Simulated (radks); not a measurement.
Question: Charge is removed step by step from the 4p3/2 level of Ru+, starting from [Ar] 3d10 4s2 4p(1/2: 2, 3/2: 4) 4d7. Calculated with a radial shooting solver on a logarithmic mesh with Libxc functionals: Dirac Kohn-Sham, LDA (Slater exchange, Perdew-Wang correlation), spin-unpolarised, spherical densities, finite nucleus; open shells fill j = l - 1/2 first; Fermi nuclear charge, rms radius 4.4809 fm. At the starting occupation the eigenvalue is -52.858 eV. Estimate the energy to remove one whole electron from this level, the eigenvalue at the end, and how far E(n) bends from a straight line.

Answer: Delta-SCF 59.670 eV; final eigenvalue -66.824 eV; the deviation from the straight line is -1.748 eV at 0.5 electron removed, the largest on the grid computed. Slater's transition state (half an electron removed) gives 59.585 eV. Integrating minus the eigenvalue over the occupation (Janak's theorem) gives 59.670 eV. The mean slope of the eigenvalue, de/dn, is 14.0 eV per electron.
